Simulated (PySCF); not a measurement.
C3H9Ge, SMILES [CH3][Ge]([CH3])[CH3], multiplicity 2.

Coordinates come from a B3LYP-D3(BJ)/def2-SVP optimisation.

Two levels are set side by side: PBE/def2-TZVP (PySCF) and M06-2X/def2-TZVP (PySCF). Same geometry, gas phase. Differences are taken from unrounded values.

| quantity | PBE |
|---|---|
| α-spin orbital gap (eV) | 4.54 |
| β-spin orbital gap (eV) | 4.01 |
| dipole moment (D) | 0.53 |
| mean polarisability (bohr³) | 74.1 |

### Question
These are the PBE values. What does M06-2X give? (Estimate from the structure and the level; the computed values follow.)

### Answer

```csv
quantity,M06-2X,PBE minus M06-2X
α-spin orbital gap (eV),8.02,-3.49
β-spin orbital gap (eV),7.22,-3.21
dipole moment (D),0.36,0.18
mean polarisability (bohr³),71.1,3.0
```

PBE's more diffuse valence density responds more strongly to a field. Differences between two approximate levels are no errors against the true value.

Rough cost on one machine, each run with all the roots and properties that it gave: M06-2X against PBE about 2 times.
